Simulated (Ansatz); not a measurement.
Consider the redistribution: `F[BH][GaH][F]` + `[SiH3]Br` → `[F][GaH][Br]` + `FB[SiH3]`.

Calculated with Ansatz (gas phase, PBE0-D4/def2-TZVP geometries, no zero-point term in ΔE). CCSD(T)/CBS adds triple-zeta CCSD(T) − MP2 to the extrapolated MP2 energy (def2 sets, frozen cores). DFT in def2-TZVPP. For Br, Ga outer-core shells are correlated without core-valence functions, which leaves a few kJ/mol of doubt a bond. Scalar relativity is left out up to krypton. One conformer a species, not always the lowest.

| level | ΔE (kcal/mol) |
| --- | --- |
| BLYP-D4 | -8.5 |
| B2PLYP | -9.3 |

(1) What does CCSD(T)/CBS give? (Best estimate.)

Largest T1 diagnostic among the species: 0.015.

Answers

(1) The calculation gave: -8.4 kcal/mol. The listed levels differ from it by -0.1, -0.9 kcal/mol.

At CCSD(T), def2-SVP lies −4.4 kcal/mol from the extrapolated value and def2-TZVPP −1.6 kcal/mol. From BLYP to BHLYP (50 % exact exchange), in def2-TZVPP and without D4, ΔE moves by −1.0 kcal/mol. In def2-TZVPP, CCSD(T) changes the Hartree–Fock value by +1.0 kcal/mol (the triples alone add −0.1 kcal/mol) and MP2 by +1.8 kcal/mol.
